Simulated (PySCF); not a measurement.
H2Cl6Si3, SMILES Cl[Si](Cl)([SiH2][Si](Cl)(Cl)Cl)Cl (GFN2-xTB optimised geometry):

```
11

Cl    -1.431    -3.187     3.499
Si    -0.578    -2.086     2.030
Cl    -0.748    -3.144     0.307
Cl     1.399    -1.948     2.456
Si    -1.563     0.024     1.826
Si    -0.714     1.211     0.000
Cl     1.316     1.211     0.000
Cl    -1.312     0.397    -1.758
Cl    -1.316     3.144     0.000
H     -3.019    -0.118     1.689
H     -1.352     0.791     3.062
```

Computed with CAM-B3LYP/def2-TZVP run with PySCF 2.14.0.

### Question
What are the frontier orbital energies and the dipole moment?

### Answer
HOMO-2 -10.68 eV, HOMO-1 -10.56 eV, HOMO -9.85 eV, LUMO -0.34 eV, LUMO+1 0.11 eV; dipole moment 1.37 D.

Meta-Löwdin charges at CAM-B3LYP/def2-TZVP: Cl1 -0.26, Si2 0.80, Cl3 -0.27, Cl4 -0.27, Si5 0.12, Si6 0.80, Cl7 -0.27, Cl8 -0.27, Cl9 -0.26, H10 -0.06, H11 -0.06.
